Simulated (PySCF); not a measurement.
TaOCl3, SMILES [O]=[Ta]([Cl])([Cl])[Cl], multiplicity 1. Heavy atoms are numbered as in [Ta:1](=[O:2])([Cl:3])([Cl:4])[Cl:5].

Geometry: r2SCAN-D4/def2-SVP. The multiplicity is an assumed one; no other spin state was optimised. The isomer is the one that the SMILES or the coordinates give; other isomers of the formula were not compared. The def2 effective core potentials stand for the cores of Ta; spin–orbit coupling is left out.

The numbers are results of PBE/def2-TZVP (PySCF), not measurements.

Atomic charges (e), one atom of each kind:

```
atom  Mulliken  Löwdin
----  --------  ------
Ta1          ?   -0.11
O2           ?   -0.22
Cl3          ?    0.11
```

Some entries are withheld; supply them. (The exact figures need the calculation; the answer reports its results.)


- Ta1, Mulliken: 1.14
- O2, Mulliken: -0.38
- Cl3, Mulliken: -0.25
